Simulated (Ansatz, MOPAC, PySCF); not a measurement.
Dimer: CH5N (SMILES CN) (first 7 atoms) with CH2O2 (SMILES O=CO); geometry from B3LYP-D3(BJ)/def2-TZVP, rigid monomers moved along the line of their centres of mass till N2···H12 is 1.91 Å.
(charge 0, multiplicity 1):
```xyz
12

C     -0.2824     0.2170     0.0966
N      0.8015    -0.5139     0.7701
H      0.0400     1.2408    -0.0934
H     -1.1417     0.2460     0.7650
H     -0.5908    -0.2333    -0.8514
H      1.6234    -0.5802     0.1808
H      0.5002    -1.4576     0.9896
O     -1.0075    -0.7999     3.5751
C     -0.2073    -0.0618     4.1007
O      0.8657     0.4542     3.5288
H     -0.2939     0.2685     5.1468
H      0.9209     0.1188     2.5647
```

Counterpoise-corrected where a basis set is named; no monomer relaxation. Rows marked so take none.

Frozen-core correlation. Rows in 3-21G, 6-311+G**, 6-31G*, STO-3G carry no dispersion term and start afresh at each structure (6-31G* with six Cartesian d functions). The state that PM3 reach isn't checked.

Run with Ansatz (Gaussian basis) for Hartree–Fock, density functionals and correlated methods; MOPAC for PM3 (differences of heats of formation); PySCF for 3-21G rows, 6-311+G** rows, 6-31G* rows, STO-3G rows, the dispersion terms. Each number belongs to the level named beside it.

Other levels give for the interaction energy: PBE/def2-TZVPPD -13.02; B3LYP/def2-TZVPPD -11.91; B3LYP-D3(BJ)/def2-TZVPPD -13.99; wB97M-V/def2-TZVPPD -13.43; CCSD(T)/aug-cc-pVDZ -12.26 kcal/mol.

Common cheap choices:

```
level                              interaction energy (kcal/mol)
---------------------------------  -----------------------------
PM3                                                        -5.11
HF/STO-3G (no counterpoise)                               -10.43
HF/6-31G*                                                 -11.46
HF/6-31G* (no counterpoise)                               -13.13
BP86/6-31G* (no counterpoise)                             -15.67
B3LYP/3-21G (no counterpoise)                             -22.12
B3LYP/6-31G* (no counterpoise)                            -15.76
B3LYP/6-311+G** (no counterpoise)                         -13.01
```

Ansatz is a quantum-chemistry and plane-wave program.
